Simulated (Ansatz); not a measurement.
Reaction (formal loss of a carbene): `N=C([SiH3])CN` → `[CH2]` (triplet) + `N=C(N)[SiH3]`

Computed with Ansatz on PBE0-D4/def2-TZVP structures; ΔE is electronic, products minus reactants. CCSD(T)/CBS is the MP2 limit (def2-TZVPP, def2-QZVPP) plus CCSD(T) − MP2 in def2-TZVPP, frozen cores. This one scheme is used for every species. DFT in def2-TZVPP. HSE06 is defined as in plane-wave codes. Triplets are unrestricted, without spin–orbit coupling. One conformer a species, not always the lowest.

`N=C([SiH3])CN`:

Z-matrix (Å, degrees):
```
Si
C 1 1.893
H 1 1.490 2 109.3
H 1 1.490 2 109.6 3 -117.2
H 1 1.480 2 110.0 3 121.3
C 2 1.519 1 118.9 3 67.5
N 2 1.268 1 117.6 3 -112.1
N 6 1.446 2 111.9 1 -171.6
H 6 1.101 2 108.4 1 -44.7
H 6 1.096 2 107.3 1 68.7
H 7 1.029 2 108.5 1 -179.9
H 8 1.009 6 111.9 2 -152.8
H 8 1.011 6 111.7 2 86.0
```

`[CH2]` (triplet):

Cartesian coordinates in Å:
```
C -0.136 0.165 0.174
H -0.695 -0.035 -0.727
H 0.830 -0.130 0.552
```

`N=C(N)[SiH3]`:

Cartesian coordinates in Å:
```
N -0.430 -1.638 -0.079
C -0.248 -0.383 -0.216
N -0.749 0.421 -1.203
Si 0.932 0.380 1.059
H -1.048 -2.027 -0.797
H -1.461 0.061 -1.819
H -0.714 1.419 -1.097
H 2.318 -0.065 0.774
H 0.880 1.868 0.959
H 0.521 -0.036 2.419
```

```tsv
level	ΔE (kcal/mol)	difference from CCSD(T)/CBS
LDA (SPW92)	108.5	14.3
PBE-D4	93.1	-1.1
HSE06-D4	91.7	-2.5
BHLYP-D4	88.3	-5.9
B2PLYP	90.0	-4.2
PBE-QIDH	91.9	-2.3
PBE	91.4	-2.8
r2SCAN	85.2	-9.0
PBE0	90.2	-4.0
r2SCANh	85.1	-9.1
r2SCAN0	84.9	-9.3
CAM-B3LYP	90.3	-3.9
HF/def2-SVP	60.5	-33.7
CCSD/def2-SVP	89.1	-5.1
MP2/def2-TZVPP	93.7	-0.5
HF/def2-QZVPP	58.3	-35.9
CCSD(T)/CBS	94.2	0
```

Largest T1 diagnostic among the species: 0.014.

In def2-TZVPP, CCSD(T) changes the Hartree–Fock value by +33.5 kcal/mol (the triples alone add +2.6 kcal/mol) and MP2 by +35.3 kcal/mol. From PBE to PBE0 (25 % exact exchange), in def2-TZVPP and without D4, ΔE moves by −1.1 kcal/mol. The D4 term adds +2.6 kcal/mol with B3LYP and +1.5 kcal/mol with PBE0; it sums over pairs of atoms, weighted by their polarisabilities, and B3LYP, whose exchange is more repulsive, gets the larger term.

CCSD(T)/CBS has its own doubt, a few kJ/mol and more with outer-core shells, so smaller differences from it don't rank the levels.

B3LYP here is the variant with VWN-RPA as its local correlation; programs differ in this.
